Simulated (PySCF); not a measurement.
Multinuclear NMR of C₂H₇BN₂

Numbering as in the mapped SMILES `[CH3:1][C:2]#[N+:3][BH2-:4][NH2:5]`. Each H is labelled by its parent atom.

Method: J: B3LYP/pcJ-1 (spin–dipole term only in couplings to heteroatoms), geometry: PBE0-D3(BJ)/def2-SVP, PBE0/pcSseg-1 with gauge-including orbitals, in PySCF (non-relativistic Hamiltonian, no solvent, a single conformation, equivalent nuclei averaged).

**Question.** What are the ¹⁵N shifts?

**Answer.** 
```
atoms                       environment  σ (ppm)  δ (ppm)
   N3  donor nitrogen of a Lewis adduct      0.4   -150.8
   N5         nitrogen bonded to B, 2 H    235.4   -366.0
```

Shieldings were converted by a linear fit to measured shifts: ¹⁵N (scatter 7.2 ppm rms vs CH3NO2, solution or neat liquid). Occasional misses reach two or three times the rms, and more in compound classes unlike the fitted ones. Couplings are scaled by factors fitted to measured values: ²J(H,H) × 0.91 (rms 0.6 Hz); all others are unscaled and can be 10–30 % off.

Couplings (the largest are listed; each averaged over equivalent pairs): ¹J(C2,N3) = -34.3 Hz, ¹J(B4,N5) = -25.4 Hz, ¹J(N3,B4) = 9.5 Hz, ²J(N3,H(B4)) = -6.1 Hz, ²J(C1,N3) = 3.0 Hz, ²J(N5,H(B4)) = -2.9 Hz, ³J(N3,H(C1)) = -2.5 Hz. Signs are for ¹⁵N, whose magnetogyric ratio is negative.

On a 500 MHz spectrometer ¹⁵N resonates near 50.7 MHz, so 1 ppm is 50.7 Hz.
